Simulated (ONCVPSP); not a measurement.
rubidium: ONCV pseudisation with LDA (Perdew-Zunger), scalar-relativistic reference atom.

rubidium, optimised norm-conserving Vanderbilt (ONCV), made with ONCVPSP 4.0.1 (LDA (Perdew-Zunger), scalar-relativistic). Core [Kr], reference 5s1. Waves: 5s: rc 4.00 bohr, ncon 5, nbas 8, qcut 1.5 1/bohr, 1 projector; p scattering state at 0.33 Ha: rc 4.30 bohr, ncon 4, nbas 7, qcut 2.3 1/bohr, 2 projectors, debl 1.5 Ha; d scattering state at 0.25 Ha: rc 3.55 bohr, ncon 3, nbas 6, qcut 2.3 1/bohr, local; f scattering state at 0.43 Ha: rc 4.15 bohr, ncon 4, nbas 8, qcut 2.7 1/bohr, 1 projector. Local part: the d channel. Core correction: Teter function, fcfact 5.75, rcfact 1.05.

In the p channel the program set the typed energies aside and used 0.050, 1.550 Ha.

All-electron outer shells of the reference configuration (LDA (Perdew-Zunger), scalar-relativistic, ld1.x):

| shell | level (eV) | outermost node (bohr) | outermost maximum (bohr) |
| --- | --- | --- | --- |
| 5s | -2.37 | 1.79 | 4.22 |

(1) Estimate the cutoffs (Ha) at which the residual kinetic energy of the hardest occupied pseudo-wave falls to 1 and 0.1 mHa per electron.

(2) What does a ghost test show?

(3) Tests: 5s0.5; 5s0 5p1. Which has the largest error in its energy relative to the reference configuration, and how large is it?

## Answers

(1) 1.2 Ha and 4.0 Ha. The cutoffs count occupied waves only; projector 1 of the d channel, the hardest unoccupied one, needs 10 Ha at the loose tolerance.

(2) Ghosts flagged at negative energy: s at -3.6 eV; GHOST(+) flagged for p at 21.3 eV, s at 70.7 eV, s at 168.8 eV. A true bound ghost makes a file unfit for plane-wave use.

(3) 5s0 5p1, with +25 meV (all-electron minus pseudo) on +1.62 eV.
